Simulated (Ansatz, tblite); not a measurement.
Cost and result up the ladder for SiTe₂ (3 atoms). The state is a singlet with charge 0. Geometry: r2SCAN-D4/def2-TZVP.

```csv
atom,x (Å),y (Å),z (Å)
Si1,0.7143,-0.4362,1.0908
Te2,-1.4160,-0.6209,-0.1876
Te3,0.7017,1.0571,-0.9032
```

Ansatz on 4 threads of AMD EPYC 9R45 on a shared host; xTB runs through tblite on one thread. Times are rough, summed over both states, and most runs start from the orbitals of an earlier one. CCSD(T)/def2-TZVPP serves as the yardstick here, not as an exact answer. The other state is a quintet at its own geometry.

In the def2 sets Te takes a core potential; there is no spin–orbit coupling. The xTB rows come from tblite. Correlated methods freeze 13 core orbitals; core or outer-core shells of Te are correlated, in sets that lack core-valence functions. The structure comes from a short search, and lower isomers may exist.

xTB has no spin-polarisation term.

```
                            level  functions  wall time  quintet − singlet (eV)  difference from CCSD(T)/def2-TZVPP (eV)
                         GFN1-xTB         27    0.004 s                    4.45                                     1.59
                         GFN2-xTB         27    0.005 s                    3.76                                     0.90
            LDA (SPW92)/def2-TZVP        137      0.8 s                    2.95                                     0.09
                BLYP-D4/def2-TZVP        137      1.1 s                    2.61                                    -0.26
                 PBE-D4/def2-TZVP        137      1.1 s                    2.59                                    -0.27
                PBE0-D4/def2-TZVP        137      1.7 s                    2.62                                    -0.24
                     HF/def2-TZVP        137        2 s                    1.72                                    -1.14
                    MP2/def2-TZVP        137        2 s                    3.34                                     0.47
                RPA@PBE/def2-TZVP        137      2.5 s                    2.67                                    -0.19
r2SCAN-D4/def2-TZVP (with forces)        137      2.5 s                    2.41                                    -0.45
           CAM-B3LYP-D4/def2-TZVP        137      3.3 s                    2.77                                    -0.09
               BHLYP-D4/def2-TZVP        137      3.4 s                    2.68                                    -0.18
               CCSD(T)/def2-TZVPP        142       16 s                    2.86                                     0.00
```
